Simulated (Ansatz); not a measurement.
Species: C$_{4}$H$_{3}$O$_{2}$ (charge 0, doublet). It need not be the lowest isomer of its formula. 
Geometry from a B3LYP-D3(BJ)/def2-TZVP (Ansatz, a first-principles code) optimisation:
```
O
C 1 1.3629
O 2 1.3382 1 117.59
H 3 0.9656 2 108.99 1 0.00
C 2 1.3459 3 133.39 4 180.00
C 1 1.3836 2 106.93 3 -180.00
C 6 1.3550 1 110.31 2 0.00
H 6 1.0743 7 134.10 5 180.00
H 7 1.0761 6 126.73 8 0.00
```
Charge 0, spin multiplicity 2.

Basis-set convergence of Hartree-Fock and MP2 correlation energies (hartree) with Ansatz. Correlated levels leave the core frozen unless marked. UHF or UKS for open shells. No spin-orbit coupling. No relativistic terms.

The UHF reference is spin-contaminated (<S^2> 0.29 over the pure value in the largest basis). 

```csv
basis,functions,E(HF),"E(corr, MP2)"
cc-pVDZ,99,-302.85267,-0.83285
cc-pVTZ,222,-302.93886,-1.03969
cc-pVQZ,420,-302.96034,-1.11445
```

Extrapolating the two largest sets (X = 3 and 4) as X^-3: E(corr) = (64·(-1.11445) - 27·(-1.03969))/37 = -1.1690 Eh, an estimate of the basis-set limit. The largest set recovers 95.3 % of it, the smallest 71.2 %.
